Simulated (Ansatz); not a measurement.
Ansatz (a first-principles code) input:

Ansatz 0.2 input:
```yaml
crystal:
  periodic: [false, false, false]
  atoms:
    - {symbol: Y, position_ang: [0.53182444, -0.48196688, -0.96026576]}
    - {symbol: Br, position_ang: [-1.87296738, -1.16141216, 0.04740845]}
    - {symbol: Br, position_ang: [-0.13969881, 2.09721141, -0.57331372]}
    - {symbol: Br, position_ang: [1.49056394, -0.51266806, 1.55561196]}
basis:
  gaussian:
    orbitals: def2-TZVP
hamiltonian:
  xc: b3lyp
  dispersion: d3bj
total_charge: 1
magnetization: {spin_polarized: true, initial_magnetization: 1}
relax: {f_tol: 0.002, max_steps: 150}
```

Task: What final total energy does it print?

Result: -7760.80701 Eh (B3LYP-D3(BJ)/def2-TZVP). The basis has 184 functions.

The spin state was set by rule; other spins were not relaxed.
